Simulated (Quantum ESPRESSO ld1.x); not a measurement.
The numbers below are computed, except where a source is named.
Is F- bound? Neutral atom [He] 2s2 2p5, anion [Ne]. Non-relativistic spherical Kohn-Sham, ld1.x of Quantum ESPRESSO 7.5; with spin, open shells are filled with parallel spins first. "No" means that the self-consistent cycle ended without a solution in which all occupied levels of the anion are bound.

method,e(HOMO) neutral (eV),anion bound,e(HOMO) anion (eV),"EA, Delta-SCF (eV)",<r> HOMO anion (bohr)
"LDA (Slater exchange, Perdew-Zunger correlation), spin-polarised",2p down -10.478,no,-,-,-
"LDA (Slater exchange, Perdew-Zunger correlation) + SIC, spin-polarised",2p down -18.683,yes,2p up -5.092,3.755,1.25
"LDA (Slater exchange, Perdew-Wang correlation) + SIC, spin-polarised",2p down -18.651,yes,2p up -5.093,3.745,1.25
"LDA (Slater exchange, Perdew-Zunger correlation) + Latter tail, spin-polarised",2p down -12.763,yes,2p up -1.043,-,1.43
"PBE, spin-unpolarised",2p -11.121,no,-,-,-
"Slater X-alpha with alpha = 1, spin-unpolarised",2p -15.586,yes,2p -0.874,7.842,1.17

A bound anion was found by 4 of 6 methods. Tabulated electron affinity: 3.401 eV (CRC Handbook (2014) and Andersen, Phys. Rep. 394, 157 (2004), with later updates, as tabulated in mendeleev). With the Latter tail the total energy is not variational, so no affinity is given for it.

Beside tabulated values, note that spin-unpolarised runs miss the spin-polarisation part of the exchange energy of open shells.
